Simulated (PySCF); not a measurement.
# `InChI=1S/C4H2Cl2O2S2/c5-3-1-2-9-4(3)10(6,7)8/h1-2H`

Geometry:
```tsv
atom	x (Å)	y (Å)	z (Å)
O1	2.616	0.433	1.149
S2	2.076	-0.435	0.159
O3	2.429	-1.814	0.153
Cl4	2.598	0.326	-1.647
C5	0.331	-0.295	0.088
S6	-0.651	-1.680	-0.117
C7	-2.057	-0.691	-0.116
C8	-1.780	0.634	0.028
C9	-0.388	0.867	0.139
Cl10	0.364	2.380	0.308
H11	-3.023	-1.143	-0.221
H12	-2.514	1.416	0.051
```

Theory: PySCF 2.14.0, GIAO BP86/3-21G magnetisability, rotational g tensor and spin-rotation constants, non-relativistic, gas phase. Geometry: GFN2-xTB.

Give the nuclear spin-rotation constants along the inertial axes (H = +C I·J) beside the isotropic shieldings.

Rotational constants 1.0342, 0.7486, 0.5359 GHz. A star marks the isotopologue with that one atom substituted, in its own axes.
```csv
atom,isotope,Caa (kHz),Cbb (kHz),Ccc (kHz),mean (kHz),σ (ppm)
Cl4,35Cl,0.620,0.478,0.119,0.406,322.5
Cl10,35Cl,0.325,0.134,0.080,0.179,778.7
H11,1H,0.053,-0.058,-0.065,-0.023,26.2
H12,1H,-0.011,-0.011,-0.067,-0.029,26.5
O1,17O*,-0.336,-0.253,-0.124,-0.238,30.1
S2,33S*,0.455,0.175,0.178,0.269,322.7
C5,13C*,0.340,0.237,0.100,0.226,77.4
S6,33S*,0.329,0.260,0.142,0.243,378.3
C7,13C*,0.384,0.211,0.063,0.219,89.8
C8,13C*,0.344,0.216,0.071,0.210,94.1
C9,13C*,0.314,0.242,0.081,0.212,88.3
```
For the geometry as given, no vibrational averaging.
